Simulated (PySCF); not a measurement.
# C₆ coefficients of unlike pairs at B3LYP

Calculated with PySCF 2.14 from the dipole response of each species, C₆(A,B) = (3/π) ∫ α_A(iu) α_B(iu) du, in atomic units, from isotropic polarisabilities. For ions this is the dispersion term alone; charge-induced terms of lower order in 1/R come first.

| species | configuration | basis | relativity | α (bohr³) | C₆ (like pair) |
| --- | --- | --- | --- | --- | --- |
| N⁺ | [He] 2s2 2p2 (3P) | aug-cc-pVQZ (6s5p4d3f2g) | none | 3.832 | 8.219 |
| Rh⁺ | [Kr] 4d8 (3F) | def2-TZVPPD with the def2 core potential (28 electrons) (6s4p3d2f1g) | core potential | 10.77 | 53.85 |
| Sn | [Kr] 4d10 5s2 5p2 (3P) | aug-cc-pVQZ-DK3 (9s8p6d3f2g) | spin-free X2C | 59.63 | 644.5 |

Question: Estimate C₆ for Sn with Rh⁺.

Answer: The integral gives 167.0. The combination rule 2 C_A C_B / (C_A α_B/α_A + C_B α_A/α_B) gives 167.5 and the geometric mean 186.3.

No spin-orbit coupling is included.

The other pairs:

| pair | C₆ |
| --- | --- |
| Rh⁺, N⁺ | 20.88 |
| Sn, N⁺ | 64.96 |
